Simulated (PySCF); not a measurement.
## PtF₃, quartet: computed properties

Level of theory: UPBE0/[Pt def2-SVP with ECP60, F def2-SVP], scalar-relativistic core potentials, density fitting, no spin–orbit coupling, PySCF.

The structure is a minimum.

```xyz
4
charge 0 multiplicity 4, angstrom
Pt    0.0000    0.0000   -0.1114
F     0.0000    0.0000    1.8769
F     1.8285    0.0000   -0.4061
F    -1.8285    0.0000   -0.4061
```

* Point group: C2v
* Bond lengths: Pt–F 1.852 Å (×2), Pt–F 1.988 Å
* Bond angles: F–Pt–F 99.2° (×2), F–Pt–F 161.7°
* Lowest empty level (β): -6.31 eV
* Heat capacity Cp at 298.15 K: 69.6 J/(mol K)
* Zero-point energy: 13.6 kJ/mol
* Atomisation energy without zero-point energy: 879 kJ/mol
* Entropy at 298.15 K and 1 bar (electronic part: spin only): 334.6 J/(mol K)
* Enthalpy at 298.15 K above 0 K: 16.44 kJ/mol
* Principal quadrupole moments (Buckingham, traceless) about the centre of mass: -4.11, -1.45, 5.56 D Å
* Rotational constants: 0.223, 0.1327, 0.08319 cm⁻¹
* Principal polarisabilities: 21.3, 37.6, 42.0 bohr³
* Highest occupied level (α): -8.70 eV
* Dipole moment: 2.05 D
* Spin squared ⟨S²⟩: 3.759
* Rotational symmetry number: 2

Harmonic modes (masses in u: Pt 194.965, F 18.998):
```
symmetry  ω (cm⁻¹)  IR (km/mol)
      b2       113          5.8
      b1       137          9.4
      a1       140          4.8
      a1       522         24.6
      a1       652          1.0
      b2       717          127
```

In C2v the vibrations span 2b2 + b1 + 3a1. Here b1 is antisymmetric to the molecular plane and b2 lies in it.

Charges (e):
```json
{"atom": "Pt1", "Mulliken": "0.94", "Löwdin": "0.45", "polar tensor": "1.34", "spin (Mulliken)": "1.94", "Mayer order to Pt1": "–"}
{"atom": "F2", "Mulliken": "-0.33", "Löwdin": "-0.20", "polar tensor": "-0.40", "spin (Mulliken)": "0.45", "Mayer order to Pt1": "0.88"}
{"atom": "F3,4", "Mulliken": "-0.31", "Löwdin": "-0.13", "polar tensor": "-0.47", "spin (Mulliken)": "0.31", "Mayer order to Pt1": "1.02"}
```

Mulliken populations on Pt1 (electrons outside its core potential): s 2.73, p 6.31, d 7.96, f 0.05.

Formally Pt is in oxidation state +3, d7, with 3 unpaired electrons (the high-spin count). The Mulliken spin on Pt is 1.94. The polar-tensor charge on Pt, 1.34, is far below the formal one.

Other isomers or separated fragments may lie lower. With open d or f shells other occupations or spin states may lie lower. At this level a doublet minimum of C2v symmetry lies 72 kJ/mol below this structure. With an element this heavy the missing spin–orbit coupling can shift these numbers.

The final relaxation and frequency run took of the order of 8 core-minutes on a shared host.
